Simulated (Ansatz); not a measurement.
H3BN, SMILES `B[NH+]` (excited triplet) (charge 1, multiplicity 3). This triplet is an excited state, 1.31 eV above the relaxed singlet at the level composite: frozen-core CCSD(T) with HF/cc-pVQZ and the correlation energy extrapolated as X^-3 from cc-pVTZ and cc-pVQZ, plus CCSDT(Q) minus CCSD(T) in cc-pVDZ // PBE0-D3(BJ)/def2-TZVP (Ansatz, a first-principles code).

Computed with frozen-core CCSD(T)/cc-pVDZ // PBE0-D3(BJ)/def2-TZVP (Ansatz).

Ansatz 0.2 input:
```yaml
crystal:
  periodic: [false, false, false]
  atoms:
    - { symbol: B, position_ang: [-0.566822, -0.032796, -0.033431] }
    - { symbol: N, position_ang: [0.884615, -0.136902, 0.050528] }
    - { symbol: H, position_ang: [-0.987734, 1.09323, -0.048965] }
    - { symbol: H, position_ang: [-1.209901, -1.035568, -0.079039] }
    - { symbol: H, position_ang: [1.879843, 0.112035, 0.110907] }
basis:
  gaussian: { orbitals: cc-pVDZ }
correlation:
  method: ccsd_t
total_charge: 1
magnetization:
  spin_polarized: true
  initial_magnetization: 2
```

Output:

```
Functional definition: HF
397 factors; integrals over basis functions are off by at most 1.3e-3 eV
mean field evaluation 1: about -2187.6587 eV, gradient 1.9e1 eV
mean field evaluation 2: about -2187.6587 eV, gradient 1.9e1 eV
mean field evaluation 4: about -2190.5225 eV, gradient 3.7e0 eV
mean field evaluation 8: about -2190.9504 eV, gradient 2.4e-1 eV
mean field evaluation 16: about -2190.8496 eV, gradient 1.8e0 eV
mean field evaluation 32: about -2187.4675 eV, gradient 8.0e-2 eV
mean field evaluation 64: about -2187.4532 eV, gradient 3.0e-1 eV
mean field -2190.95167413 eV, -80.5159889437 hartree, gradient 2.3e-6 eV, S^2 2.023395; 2 other end points of the search recorded, 0 dependent functions left out
determinant -2190.95167413 eV, -80.5159889437 hartree, with singles and doubles -2196.66878146 eV, -80.7260887632 hartree
determinant -2187.46804701 eV, -80.3879680086 hartree, with singles and doubles -2193.84830170 eV, -80.6224380435 hartree
2 core orbitals not correlated
reference -2190.95167413 eV, -80.5159889437 hartree; 6, 4 occupied and 35, 37 virtual orbitals, 397 factors
second order -4.70666836 eV of doubles, -0.00000000 eV of singles
cycle   1  -5.71672815 eV  change    3.8e-4 eV  update   9.5e-4
cycle   2  -5.71677936 eV  change   -5.1e-5 eV  update   6.2e-4
cycle   3  -5.71667993 eV  change    9.9e-5 eV  update   2.3e-4
cycle   4  -5.71673332 eV  change   -5.3e-5 eV  update   1.4e-4
cycle   5  -5.71694490 eV  change   -2.1e-4 eV  update   5.1e-5
cycle   6  -5.71705743 eV  change   -1.1e-4 eV  update   1.9e-5
cycle   7  -5.71707116 eV  change   -1.4e-5 eV  update   6.2e-6
cycle   8  -5.71706667 eV  change    4.5e-6 eV  update   2.3e-6
perturbative correction -0.11282832 eV, -0.0041463641 hartree
Total energy: -2196.78156911 eV, -80.7302336328 hartree
```
